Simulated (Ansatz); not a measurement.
One change: `[CH3][Ga]([CH3])[O][SiH3]` becomes `[CH3][Ga]([CH3])[SeH]`.

Ansatz, PBE0-D4/def2-TZVP geometries, multiplicity 1. Each molecule was computed in one conformer, which needn't be the lowest.

Scalar relativity is left out up to krypton.

```
                             property  `[CH3][Ga]([CH3])[O][SiH3]`
   LUMO energy (PBE0/def2-TZVPP) / eV                        -0.55
HOMO energy (ωB97M-V/def2-TZVPP) / eV                        -9.98
  HOMO energy (B3LYP/def2-TZVPP) / eV                        -7.53
    HOMO energy (PBE/def2-TZVPP) / eV                        -6.44
    LUMO energy (PBE/def2-TZVPP) / eV                        -1.37
HOMO–LUMO gap (B3LYP/def2-TZVPP) / eV                         6.68
```

Question: What does the change do to each property? (Estimate.)

Answer: Computed: 
| property | `[CH3][Ga]([CH3])[SeH]` | shift |
| --- | --- | --- |
| LUMO energy (PBE0/def2-TZVPP) / eV | -0.71 | -0.16 |
| HOMO energy (ωB97M-V/def2-TZVPP) / eV | -9.10 | 0.88 |
| HOMO energy (B3LYP/def2-TZVPP) / eV | -6.72 | 0.81 |
| HOMO energy (PBE/def2-TZVPP) / eV | -5.86 | 0.58 |
| LUMO energy (PBE/def2-TZVPP) / eV | -1.48 | -0.11 |
| HOMO–LUMO gap (B3LYP/def2-TZVPP) / eV | 5.76 | -0.92 |

With PBE0 the HOMO rises by 0.79 eV and the LUMO falls by 0.16 eV, so the gap narrows by about 0.95 eV. PBE moves the HOMO by 0.58 eV and ωB97M-V by 0.88 eV.

B3LYP here is the variant with VWN-RPA as its local correlation; programs differ in this.

Spin–orbit coupling is left out; it splits and shifts lone-pair levels of the heavy atoms by tenths of an eV.
